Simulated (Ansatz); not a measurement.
Geometry optimisation, Ansatz 0.2.0, RKS CAM-B3LYP/STO-3G.

input.yaml

```yaml
crystal:
  periodic: [false, false, false]
  atoms:
    - { symbol: Si, position_ang: [0.0, 0.0, 0.0] }
    - { symbol: O, position_ang: [0.0, 0.0, 1.68] }
    - { symbol: H, position_ang: [-0.9095, -0.2814, 2.0171] }
    - { symbol: H, position_ang: [1.3768, 0.0, -0.4862] }
    - { symbol: "N", position_ang: [-0.8572, 1.4851, -0.6061] }
    - { symbol: C, position_ang: [-2.2719, 1.4087, -0.9981] }
    - { symbol: H, position_ang: [-2.8245, 0.7784, -0.2704] }
    - { symbol: H, position_ang: [-2.7088, 2.429, -1.0098] }
    - { symbol: H, position_ang: [-2.3521, 0.9607, -2.0106] }
    - { symbol: C, position_ang: [-0.1354, 2.762, -0.7039] }
    - { symbol: H, position_ang: [-0.2436, 3.1711, -1.73] }
    - { symbol: H, position_ang: [-0.5567, 3.4827, 0.0276] }
    - { symbol: H, position_ang: [0.9399, 2.5975, -0.4831] }
    - { symbol: "N", position_ang: [-0.8572, -1.4851, -0.6061] }
    - { symbol: H, position_ang: [-1.3922, -2.1014, 0.0704] }
    - { symbol: H, position_ang: [-0.8219, -1.7344, -1.6357] }
basis:
  gaussian: { orbitals: STO-3G }
hamiltonian:
  xc: cam_b3lyp
relax:
  f_tol: 0.02
  max_steps: 40
```

Run as:

```bash
$ ansatz run input.yaml --threads 1 --pin off --max-ram 2048MiB --backend cpu --events-out ev --progress --plain --runs-dir out
```

Task: Where does it end, and by what steps?

Result: It converged. Limits of this set-up: minimal basis. After 16 steps the energy has fallen by 0.723 eV; H9 moved furthest, 0.96 Å.

| step | energy less start (eV) | largest force component (eV/Å) | accepted |
| --- | --- | --- | --- |
| 0 | 0.0000 | 2.594 | yes |
| 1 | -0.4605 | 1.119 | yes |
| 2 | -0.5401 | 0.416 | yes |
| 3 | -0.5617 | 0.248 | yes |
| 4 | -0.5960 | 0.213 | yes |
| 5 | -0.6068 | 0.962 | yes |
| 6 | -0.6559 | 0.483 | yes |
| 7 | -0.6690 | 0.273 | yes |
| 8 | -0.6813 | 0.360 | yes |
| 9 | -0.6965 | 0.386 | yes |
| 10 | -0.7092 | 0.273 | yes |
| 11 | -0.7151 | 0.248 | yes |
| 12 | -0.7189 | 0.130 | yes |
| 13 | -0.7214 | 0.115 | yes |
| 14 | -0.7224 | 0.073 | yes |
| 15 | -0.7226 | 0.043 | yes |
| 16 | -0.7227 | 0.008 | yes |

```xyz
16
Properties=species:S:1:pos:R:3
Si -0.101 0.008 0.103
O -0.304 0.086 1.781
H -1.296 -0.075 1.933
H 1.329 0.059 -0.085
N -0.770 1.301 -0.850
C -2.242 1.439 -0.947
H -2.700 0.439 -0.891
H -2.677 2.066 -0.143
H -2.526 1.898 -1.910
C -0.076 2.607 -0.916
H -0.336 3.131 -1.852
H -0.331 3.285 -0.077
H 1.014 2.450 -0.905
N -0.971 -1.403 -0.448
H -0.635 -2.305 -0.055
H -0.992 -1.515 -1.481
```

Whether the end is a true minimum wasn't checked by a vibrational analysis.

Run time: 43 s on 1 thread of Intel(R) Xeon(R) 6975P-C (Granite Rapids), on a shared host, peak memory 0.17 GiB.
